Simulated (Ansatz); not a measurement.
The cluster Ca₃Se₃. The state is a singlet with charge 0. Geometry PBE0-D4/def2-SVP; atoms count from 1.

```
atom   x (Å)   y (Å)   z (Å)
 Ca1  -0.311  -0.260   1.223
 Ca2   2.111  -1.561  -1.038
 Ca3  -1.422   2.153  -1.146
 Se4   1.212  -2.548   1.177
 Se5  -2.517   1.371   1.063
 Se6   0.927   0.845  -1.280
```

The structure comes from a short search, and lower isomers may exist.

(1) Estimate the Mulliken populations from the PBE0/def2-TZVP orbitals of Ansatz.

(2) And the Mayer bond orders between heavy atoms (over 0.3)?

## Answers

(1) 
```
atom  charge (e)
 Ca1        1.04
 Ca2        0.98
 Ca3        0.98
 Se4       -0.96
 Se5       -0.96
 Se6       -1.07
```
Mulliken values depend strongly on the basis.

(2) Ca1–Se4 0.67 (2.75 Å); Ca1–Se5 0.67 (2.75 Å); Ca2–Se4 1.07 (2.59 Å); Ca2–Se6 0.67 (2.69 Å); Ca3–Se5 1.07 (2.59 Å); Ca3–Se6 0.67 (2.69 Å).
